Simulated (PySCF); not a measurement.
## Structure from 2D NMR

Compound of formula C4H11NSi2. Correlations simulated from computed shifts and the bond graph:

HSQC (one-bond C–H):
```tsv
δH	δC
2.69	40.7
```

HMBC (two and three bonds, from the bond graph):
```tsv
δH	δC
4.95	120.1, 111.4, 40.7
4.27	120.1, 111.4
2.69	40.7
```

Carbons without hydrogens: δ 120.1, 111.4.

[PySCF 2.14.0 with density-fitted response routines: GIAO PBE0/pcSseg-1 shieldings; coordinates at the GFN2-xTB level; one computed conformer; one averaged value for each set of equivalent atoms; isolated molecule; relativity neglected]

References, each an isolated molecule treated in the same way: TMS for $^{1}$H (σ = 31.72 ppm), $^{13}$C (σ = 186.93 ppm).

Exchangeable hydrogens are left out of these lists.

**Question.** Assemble the structure.

**Answer.** SMILES N(C)(C)[SiH2]C#C[SiH3].

Numbering as in the mapped SMILES `[CH3:1][N:2]([CH3:3])[SiH2:4][C:5]#[C:6][SiH3:7]`. Each H is labelled by its parent atom.

1. δC 120.1 is C5, an alkyne carbon.
2. δC 111.4 is C6, an alkyne carbon.
3. δC 40.7 is C1/C3, a methyl carbon bonded to N (δH 2.69).
4. HMBC from δH 4.95 reaches the proton-free carbons C5, C6.
5. HMBC from δH 4.27 reaches the proton-free carbons C5, C6.

This is the structure that produced the data.

Shifts are as computed. Against solution values, carbons near 30 ppm lie about +3 ppm off and those near 130 ppm about +5 ppm. Of 1211 compounds with measured shifts, 218 miss one by over three times the rms of a fit or turn the order of signals round; such compounds aren't used in these exercises.
